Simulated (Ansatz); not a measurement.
Z-matrix (Å, degrees):
```
Hf
F 1 1.891
Se 1 2.563 2 112.3
F 1 1.889 2 110.9 3 -120.5
Se 1 2.572 2 108.2 3 117.3
H 3 1.475 1 87.1 2 42.4
H 5 1.475 1 88.9 2 38.0
```

Total charge 0; spin multiplicity 1. Hf: def2 effective core potential.

(1) List the PBE0/def2-TZVPP orbital energies in eV (Ansatz). (An estimate is asked.)

Results:

(1) Ansatz gave: Occupied: -12361.87, -12361.63, -1584.69, -1584.45, -1421.71, -1421.67, -1421.66, -1421.48, -1421.43, -1421.42, -674.09, -674.05, -215.10, -214.86, -158.68, -158.53, -158.49, -158.45, -158.29, -158.24, -69.58, -58.67, -58.62, -58.58, -58.46, -58.45, -58.44, -58.39, -58.34, -58.21, -58.21, -38.68, -38.21, -37.72, -32.24, -31.73, -19.73, -19.45, -13.33, -13.16, -12.70, -12.69, -12.50, -12.16, -11.31, -11.13, -9.14, -8.55, -7.91, -7.52. Lowest empty: -1.90, -1.52, -0.98, -0.77, -0.47, -0.45, 0.52, 1.12.
